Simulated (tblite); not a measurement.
Species: C8H7BrSi.
SMILES: `Brc1cccc2c1C=C[SiH2]2`

Method: GFN2-xTB as coded in tblite; computed harmonic values from a numerical Hessian at the method's own geometry, unscaled. Against measured fundamentals such values can be off by several per cent, at times by over 20. Modes of hydrogen on silicon can be 10 to 20 % off.

Harmonic wavenumbers (cm⁻¹): 84.1, 153.7, 157.2, 186.7, 276.9, 304.9, 347.8, 425.2, 432.2, 462.8, 518.0, 527.0, 534.7, 600.0, 644.0, 658.2, 727.3, 754.1, 778.3, 791.8, 800.8, 835.5, 897.0, 911.7, 920.1, 1043.2, 1112.3, 1115.6, 1172.1, 1206.3, 1232.7, 1297.4, 1334.4, 1411.5, 1423.2, 1548.3, 1576.1, 1593.6, 2260.6, 2264.0, 3069.2, 3076.6, 3087.0, 3098.4, 3101.4.

A = 1526, B = 558.7, C = 411.0 MHz; mass 209.950 u (most abundant isotopes); point group Cs, symmetry number 1.

Zero-point energy?

½Σν̃ = 25377 cm⁻¹ = 303.57 kJ/mol.

Give the ideal-gas entropy at 298.15 K and 1 bar in the rigid-rotor, harmonic-oscillator model (classical rotation).

Translation 175.54, rotation 130.52, vibration 96.33: S = 402.4 J/(mol K).

And Cp and H(298.15 K) − H(0)?

Cp = 162.47 J/(mol K), of which vibrations give 129.21 (their classical limit is 45 R = 374.2); H(298.15 K) − H(0) = 27.09 kJ/mol without the zero-point energy, 17.18 from vibrations.

How do the functions run with temperature in this model?

```csv
T (K),S (J/(mol K)),Cp (J/(mol K)),H − H(0) (kJ/mol),G − H(0) (kJ/mol),ln q(vib)
150,318.6,89.0,8.39,-39.39,1.52
250,375.8,139.5,19.82,-74.14,3.56
400,456.3,204.9,45.88,-136.64,7.10
600,551.5,264.0,93.25,-237.66,12.03
900,669.3,315.3,180.93,-421.46,19.09
```

q(vib) and H(0) count from the zero-point level.

Blend soft modes into free rotors: weight 1/[1 + (100 cm⁻¹/ν̃)⁴] for the oscillator and the rest for a rotor with moment μB/(μ + B), μ = h/(8π²ν), B = 10⁻⁴⁴ kg m². What vibrational entropy results?

94.05 J/(mol K) in place of 96.33, which changes −T·S at 298.15 K by +0.68 kJ/mol.

Hindered rotation and anharmonicity are outside this model.
